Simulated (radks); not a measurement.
The numbers below are computed, except where a source is named.
V V, configuration [Ne] 3p6 3d1 4f2 (not the ground configuration). Level of theory: non-relativistic Kohn-Sham, exchange-only r2SCAN, spin-polarised, spherical densities, point nucleus; open shells are filled with parallel spins first; meta-GGA in the generalised Kohn-Sham scheme (a radial shooting solver on a logarithmic mesh with Libxc functionals).

Unscreened Slater integrals over Kohn-Sham orbitals (eV). They are taken over the spin-up orbitals.

\begin{tabular}{lr}
integral & value \\ \hline
F0(4f,4f) & 8.0954 \\
F2(4f,4f) & 4.3294 \\
F4(4f,4f) & 2.8393 \\
F6(4f,4f) & 2.0826 \\
F0(4f,3d) & 10.265 \\
F2(4f,3d) & 2.1627 \\
F4(4f,3d) & 0.95062 \\
G1(4f,3d) & 1.3747 \\
G3(4f,3d) & 0.79895 \\
G5(4f,3d) & 0.55004 \\
F0(4f,3p) & 10.294 \\
F2(4f,3p) & 2.0805 \\
G2(4f,3p) & 0.83208 \\
G4(4f,3p) & 0.54313 \\
F0(4f,2p) & 10.374 \\
F2(4f,2p) & 0.24239 \\
G2(4f,2p) & 0.0094732 \\
G4(4f,2p) & 0.0060631 \\
F0(3d,3d) & 25.804 \\
F2(3d,3d) & 12.719 \\
F4(3d,3d) & 8.0856 \\
F0(3d,3p) & 26.063 \\
F2(3d,3p) & 12.850 \\
G1(3d,3p) & 15.572 \\
G3(3d,3p) & 9.7546 \\
F0(3d,2p) & 34.337 \\
F2(3d,2p) & 7.3280 \\
G1(3d,2p) & 5.6134 \\
G3(3d,2p) & 3.1885 \\
F0(3p,3p) & 26.555 \\
F2(3p,3p) & 13.511 \\
F0(3p,2p) & 35.699 \\
F2(3p,2p) & 7.4373 \\
G0(3p,2p) & 2.9617 \\
G2(3p,2p) & 3.0963 \\
F0(2p,2p) & 90.636 \\
F2(2p,2p) & 42.636 \\
\end{tabular}

Derived for the open shells (J is the average intra-shell exchange parameter used in DFT+U). 3d: Racah B = F2/49 - 5 F4/441 = 0.1679 eV, C = 35 F4/441 = 0.6417 eV, C/B = 3.82, F4/F2 = 0.636, J = (F2 + F4)/14 = 1.486 eV. 4f: F4/F2 = 0.656, F6/F2 = 0.481, J = (286 F2 + 195 F4 + 250 F6)/6435 = 0.3594 eV.
